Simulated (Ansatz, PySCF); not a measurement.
Process, species as SMILES: C[C@H](Cl)CCCl -> [CH2][C@H](Cl)CCCl + H atom (the C-H bond at the site shown breaks; other sites are not compared here)
Geometries: B3LYP-D3(BJ)/def2-TZVP minima from Ansatz (a first-principles code), one conformer each, not searched for the lowest. Frequencies are from PySCF.
Geometry of the first species:
```xyz
14

C     -2.3265     0.7480     0.5144
C     -0.9958     0.2045     0.0361
C      0.1046     0.3336     1.0767
C      1.4816    -0.1025     0.6208
Cl     2.1038     0.9384    -0.7235
Cl    -1.1968    -1.5530    -0.4249
H     -2.2255     1.8138     0.7343
H     -3.0951     0.6250    -0.2470
H     -2.6534     0.2373     1.4212
H     -0.6912     0.6879    -0.8893
H     -0.1643    -0.2606     1.9556
H      0.1448     1.3798     1.3929
H      1.4753    -1.1200     0.2408
H      2.2061    -0.0175     1.4261
```
Charge 0, spin multiplicity 1.

Wanted: bond dissociation energy (enthalpy at 298 K, with B3LYP-D3(BJ) rigid-rotor harmonic-oscillator terms), in eV. Correlated levels leave the core frozen unless marked. Open shells are spin-unrestricted. Spin-orbit coupling is left out. Non-relativistic unless marked X2C. Basis-set limits of correlation are two-point, X^-3; Hartree-Fock from the larger set.

```json
[
 {"level": "BLYP-D3(BJ)/def2-TZVPD", "program": "Ansatz + dftd3", "bond dissociation energy (eV)": "4.18", "minus last row": "-0.26"},
 {"level": "r2SCAN/def2-TZVPD", "program": "Ansatz", "bond dissociation energy (eV)": "4.14", "minus last row": "-0.30"},
 {"level": "PBE0/6-31G*", "program": "Ansatz", "bond dissociation energy (eV)": "4.29", "minus last row": "-0.15"},
 {"level": "BHLYP/def2-TZVPD", "program": "Ansatz", "bond dissociation energy (eV)": "4.25", "minus last row": "-0.19"},
 {"level": "RPA@PBE/cc-pV(Q+d)Z", "program": "Ansatz", "bond dissociation energy (eV)": "4.35", "minus last row": "-0.09"},
 {"level": "MP2/STO-3G", "program": "Ansatz", "bond dissociation energy (eV)": "5.01", "minus last row": "0.57"},
 {"level": "RI-MP2/cc-pV(Q+d)Z", "program": "Ansatz", "bond dissociation energy (eV)": "4.44", "minus last row": "0.00"},
 {"level": "SCS-MP2/6-31G*", "program": "Ansatz", "bond dissociation energy (eV)": "4.15", "minus last row": "-0.29"},
 {"level": "X2C-CCSD(T)/cc-pVTZ-DK", "program": "Ansatz", "bond dissociation energy (eV)": "4.38", "minus last row": "-0.06"},
 {"level": "CCSD(T)/CBS(cc-pV(T+d)Z,cc-pV(Q+d)Z)", "program": "Ansatz", "bond dissociation energy (eV)": "4.44", "minus last row": "0.00"}
]
```
